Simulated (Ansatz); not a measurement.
The same path of CH₇AlO₂Si (12 atoms, charge 0, multiplicity 1) was run twice with different band settings. The coordinate that changes most is the dihedral H8–C1–Al2–H9.

Level of theory: RKS PBE0/def2-SVP in Ansatz 0.2.0.

Relaxed end points:

```xyz
12
Properties=species:S:1:pos:R:3
C -2.533 0.021 -0.728
Al -0.654 0.456 -0.981
O 0.487 0.102 0.239
Si 1.707 -0.326 1.251
O 3.127 -0.608 0.435
H -2.726 -0.504 0.220
H -3.150 0.937 -0.740
H -2.905 -0.612 -1.552
H -0.089 1.164 -2.284
H 1.396 -1.614 1.924
H 1.881 0.778 2.243
H 3.535 0.151 0.008
```

```xyz
12
Properties=species:S:1:pos:R:3
C -2.553 0.117 -0.530
Al -0.739 0.792 -0.731
O 0.532 0.132 0.197
Si 1.781 -0.600 0.973
O 3.118 -0.745 -0.001
H -3.117 0.746 0.181
H -3.105 0.147 -1.484
H -2.579 -0.914 -0.144
H -0.347 1.981 -1.706
H 1.423 -1.996 1.334
H 2.100 0.212 2.187
H 3.561 0.073 -0.242
```

Common settings: spring 5.0 eV/Å²; optimiser quadratic models (default); start path IDPP; force threshold 0.03 eV/Å; iteration limit 60; end points relaxed.

| run | movable images | climbing image |
| --- | --- | --- |
| 1 | 5 | yes |
| 2 | 8 | no |

(1) What does each run give, and how far can it be trusted?

Results:

(1) Run 1: converged after 3 iterations, highest image 0.004 eV above the first end. The top lies less than 8 meV above the higher end, about what the thresholds resolve: that end is a shoulder or a very shallow well. A vibrational analysis at the climbing image gives one clearly imaginary mode, 43i cm⁻¹: a first-order saddle point.
Run 2: converged after 3 iterations, highest image 0.004 eV above the first end. The top lies less than 8 meV above the higher end, about what the thresholds resolve: that end is a shoulder or a very shallow well. No image climbed, so the highest image needn't sit at the top of the path.
